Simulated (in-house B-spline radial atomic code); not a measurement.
BP86 excitations of S VII (S6+)

Method: BP86. Computed with an all-electron radial atomic-structure program (B-spline basis): linear response of the closed shell [He] 2s2 2p6 with the functional's adiabatic kernel; scalar-relativistic (spin-free one-electron X2C), finite nucleus, no spin-orbit coupling, no double excitations, S, P, D and F terms only. Only terms of natural parity with L up to 3 were computed.

Command:
```bash
python run_td.py task.json out
```
Settings (radii: box in bohr, nucleus in fm):
```
Z                        16
electrons                10
configuration            [He] 2s2 2p6
hamiltonian              x2c
method                   b88,p86
box_radius               14.35
rms_radius               3.2611
intervals                71
```

Cost of the run: 0.4 s on 1 thread of Arm Neoverse N1, on a shared host.

The lowest states, in the order of their Tamm-Dancoff energies; the method's threshold (minus the highest occupied level) is 258.26 eV. Labels give the largest channel, * marks a mixed state, and oscillator strengths are full-response dipole values. Semilocal kernels can invert the small singlet-triplet splittings of Rydberg terms. Energies in eV:

```tsv
state	full response	Tamm-Dancoff	oscillator strength
2p → 3s 3P	163.51	163.52	-
2p → 3s 1P	164.72	164.74	0.202
2p → 3p 3S	175.67	175.71	-
2p → 3p 3D	176.56	176.58	-
2p → 3p 1D	?	?	-
2p → 3p 1S	184.35	184.87	-
2p → 3d 3P	?	?	-
2p → 3d 3F	194.26	194.28	-
2p → 3d 1F	194.85	194.85	-
2p → 3d 1P	197.74	197.86	1.33
2p → 4s 3P	212.87	212.87	-
2p → 4s 1P	213.22	213.23	0.0339
2p → 4p 3S	217.10	217.12	-
2p → 4p 3D	217.60	217.61	-
2p → 4p 1D	217.88	217.88	-
```

Where does 2p → 3p 1D lie?

At 177.46 eV in full response, 177.47 eV in Tamm-Dancoff.

Where does 2p → 3d 3P lie?

At 194.17 eV in full response, 194.18 eV in Tamm-Dancoff.

How large is the singlet-triplet splitting of 2p → 3s (P terms) in Tamm-Dancoff?

1.22 eV, from the unrounded values.

What polarisabilities and dispersion coefficient does the method give?

Dipole 0.07456 bohr³, quadrupole 0.03161 bohr⁵, C6 0.03791 hartree·bohr⁶ for two such species.
